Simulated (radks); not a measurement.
The numbers below are computed, except where a source is named.
Spherical quantum dot in the effective-mass picture: electrons in a parabolic well V = omega^2 r^2 / 2 with omega = 0.782, all in effective atomic units (hartree* = m*/eps^2 hartree, bohr* = eps/m* bohr), one dielectric constant everywhere. Level of theory: non-relativistic Kohn-Sham, PBE, spin-polarised, spherical densities (a radial shooting solver with Libxc functionals). Levels are named by radial order and angular momentum (1s, 1p, 1d, 2s, ...), and open shells are averaged over m. Results are scaled to m* = 0.386 and eps = 11.6, for which hartree* = 78.06 meV and bohr* = 1.59 nm.

N = 28, configuration 1s2 1p6 1d10 2s2 1f(up 7, down 1). This is the lowest configuration that the search found. Occupied and some empty levels:

level,occupation,eigenvalue (meV),<r> (nm)
1s up,1,861.41,3.367
1s down,1,863.17,3.265
1p up,3,883.88,4.164
1p down,3,887.04,4.094
1d up,5,909.91,4.696
1d down,5,913.95,4.657
2s up,1,916.96,3.952
2s down,1,919.67,3.997
1f up,7,939.33,5.102
1f down,1,943.85,5.086
2p up,0,951.26,4.407
2p down,0,953.82,4.433
1g up,0,971.82,5.440
1g down,0,976.53,5.440
2d up,0,987.53,4.850
2d down,0,990.20,4.863

Energy (meV): total 16146.1, kinetic 1490.0, external 5898.8, Hartree 9630.0, exchange-correlation -872.64.

Electron density:

r (nm),n(r) (e/nm^3)
0.427,0.04373
1.14,0.03766
1.85,0.03168
2.56,0.03073
3.28,0.03413
3.99,0.03603
4.70,0.03122
5.41,0.02037
6.13,0.009386
6.84,0.002953
7.55,0.0006437
8.26,0.00009537
8.97,9.544e-06
